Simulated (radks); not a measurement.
Task: These are the eigenvalues of the occupied orbitals of an atom or ion with whole-number occupations (eV). Calculated with a radial shooting solver on a logarithmic mesh with Libxc functionals: Dirac Kohn-Sham, BP86, spin-unpolarised, spherical densities, point nucleus.

| orbital | eigenvalue |
|---|---|
| 1s1/2 | -67295.07 |
| 2s1/2 | -11559.55 |
| 2p1/2 | -11046.97 |
| 2p3/2 | -9776.172 |
| 3s1/2 | -2653.331 |
| 3p1/2 | -2425.674 |
| 3p3/2 | -2152.115 |
| 3d3/2 | -1768.023 |
| 3d5/2 | -1708.456 |
| 4s1/2 | -546.4207 |
| 4p1/2 | -452.6009 |
| 4p3/2 | -389.6031 |
| 4d3/2 | -235.5470 |
| 4d5/2 | -223.9775 |
| 5s1/2 | -79.8166 |
| 5p1/2 | -52.6971 |
| 5p3/2 | -43.9650 |
| 4f5/2 | -32.6773 |
| 4f7/2 | -30.6954 |
| 6s1/2 | -11.7168 |
| 5d3/2 | -10.8262 |

Which element is it, and in what charge state? The configuration may be excited. Open shells, if any, fill j = l - 1/2 first.

Result: Z = 73, tantalum, charge +1: Ta+ in [Xe] 4f14 5d3 6s1. The list shows which subshells hold electrons but not how many an open one holds; the 1s level, -2473 hartree, gives Z - s = 70.3 by -(Z - s)^2/2, which with screening and relativity narrows Z to a few neighbours, and the depths of the outer levels then fix element, charge and occupations together.
